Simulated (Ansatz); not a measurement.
Geometry optimisation, RKS PBE0/def2-SVP (Ansatz).

input.yaml

```yaml
crystal:
  periodic: [false, false, false]
  atoms:
    - { symbol: C, position_ang: [-0.7733, 0.6651, -0.5576] }
    - { symbol: "N", position_ang: [0.3389, 0.9431, 0.0096] }
    - { symbol: C, position_ang: [0.5874, -0.4025, 0.4069] }
    - { symbol: Te, position_ang: [-0.7948, -1.4318, -0.3688] }
    - { symbol: H, position_ang: [-1.5329, 1.3546, -1.0799] }
    - { symbol: H, position_ang: [0.6112, -0.4625, 1.528] }
    - { symbol: H, position_ang: [1.6247, -0.7341, 0.0161] }
basis:
  gaussian: { orbitals: def2-SVP }
hamiltonian:
  xc: pbe0
relax:
  f_tol: 0.02
  max_steps: 40
scf:
  lower_state_search: "off"
```

Command:

```bash
$ ansatz run input.yaml --threads 1 --pin off --max-ram 2048MiB --backend cpu --events-out ev --progress --plain --runs-dir out
```

**Question.** Where does it end, and by what steps?

**Answer.** It converged. After 7 steps the energy has fallen by 1.305 eV; Te4 moved furthest, 0.22 Å. The start is strongly strained (largest force component 8 eV/Å).

```json
{"step": "0", "energy less start (eV)": "0.0000", "largest force component (eV/Å)": "8.456", "accepted": "yes"}
{"step": "1", "energy less start (eV)": "-1.1433", "largest force component (eV/Å)": "2.065", "accepted": "yes"}
{"step": "2", "energy less start (eV)": "-1.2462", "largest force component (eV/Å)": "1.239", "accepted": "yes"}
{"step": "3", "energy less start (eV)": "-1.2157", "largest force component (eV/Å)": "1.944", "accepted": "no"}
{"step": "4", "energy less start (eV)": "-1.2944", "largest force component (eV/Å)": "0.226", "accepted": "yes"}
{"step": "5", "energy less start (eV)": "-1.3010", "largest force component (eV/Å)": "0.181", "accepted": "yes"}
{"step": "6", "energy less start (eV)": "-1.3051", "largest force component (eV/Å)": "0.029", "accepted": "yes"}
{"step": "7", "energy less start (eV)": "-1.3052", "largest force component (eV/Å)": "0.006", "accepted": "yes"}
```

```xyz
7
Properties=species:S:1:pos:R:3
C -0.825 0.643 -0.608
N 0.246 0.904 0.024
C 0.709 -0.379 0.475
Te -1.000 -1.474 -0.445
H -1.470 1.382 -1.103
H 0.725 -0.474 1.571
H 1.676 -0.670 0.040
```

Time of the run: 25 s on 1 thread of Arm Neoverse V1, on a shared host, peak memory 0.15 GiB.
